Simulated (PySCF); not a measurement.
## How the method moves the HOMO and LUMO of `C=C[SiH2]N`

C₂H₇NSi.
Geometry (PBE0-D3(BJ)/def2-SVP, Å), atoms numbered from 1 in this order:
```xyz
11
C2H7NSi angstrom
C     -2.1158   -0.0069   -0.4381
C     -1.0244    0.0751    0.3319
Si     0.5758   -0.7968   -0.0773
N      1.8692    0.3553   -0.1092
H     -3.0528    0.5025   -0.1848
H     -2.1220   -0.5939   -1.3643
H     -1.0755    0.6822    1.2459
H      0.9510   -1.7953    0.9720
H      0.3192   -1.5505   -1.3541
H      2.8250    0.0293   -0.0202
H      1.8190    1.1446   -0.7440
```

Basis pcSseg-2 throughout (PySCF), one geometry. The structure is a single PBE0-D3(BJ)/def2-SVP conformer in the gas phase; no vibrational or solvent corrections.

**Question.** How do the orbital energies, the gap and the dipole change with the method?

**Answer.** 
| method | kind | HOMO (eV) | LUMO (eV) | gap (eV) | μ (D) | SCF cycles |
| --- | --- | --- | --- | --- | --- | --- |
| BLYP | GGA | -5.88 | -1.43 | 4.46 | 1.01 | 16 |
| OPBE | GGA | -5.94 | -1.45 | 4.49 | 1.03 | 16 |
| B97-D | GGA | -5.99 | -1.44 | 4.55 | 1.01 | 16 |
| PBE | GGA | -5.99 | -1.57 | 4.42 | 1.02 | 16 |
| KT2 | GGA | -6.08 | -1.56 | 4.51 | 0.96 | 16 |
| KT3 | GGA | -6.08 | -1.52 | 4.56 | 0.97 | 15 |
| BP86 | GGA | -6.10 | -1.64 | 4.46 | 1.01 | 14 |
| LDA | LDA | -6.11 | -1.78 | 4.33 | 1.02 | 14 |
| B97-2 | global hybrid | -7.12 | -0.61 | 6.51 | 1.00 | 14 |
| B3LYP | global hybrid | -7.16 | -0.81 | 6.36 | 1.00 | 14 |
| PBE0 | global hybrid | -7.39 | -0.58 | 6.80 | 1.00 | 14 |
| mPW1PW91 | global hybrid | -7.42 | -0.58 | 6.83 | 1.00 | 13 |
| BHandHLYP | global hybrid | -8.70 | 0.43 | 9.13 | 0.99 | 12 |
| CAM-B3LYP | range-separated hybrid | -8.82 | 0.50 | 9.32 | 1.00 | 12 |
| wB97X-D | range-separated hybrid | -9.30 | 1.22 | 10.52 | 1.02 | 12 |
| LC-wPBE | range-separated hybrid | -10.21 | 1.67 | 11.87 | 1.01 | 13 |
| HF | Hartree–Fock | -10.29 | 2.60 | 12.89 | 1.01 | 10 |

The HOMO spans 4.41 eV, from BLYP down to HF, and the gap runs from 4.33 eV (LDA) to 12.89 eV (HF). Over the methods BLYP (0 %), OPBE (0 %), B97-D (0 %), PBE (0 %), KT2 (0 %), KT3 (0 %), BP86 (0 %), LDA (0 %), B97-2 (21 %), B3LYP (20 %), PBE0 (25 %), mPW1PW91 (25 %), BHandHLYP (50 %), HF (100 %), a straight line through the gap against the share of exact exchange rises by 0.86 eV for each 10 % (correlation coefficient 0.998). The dipole ranges from 0.96 D (KT2) to 1.03 D (OPBE). This basis has no diffuse functions.
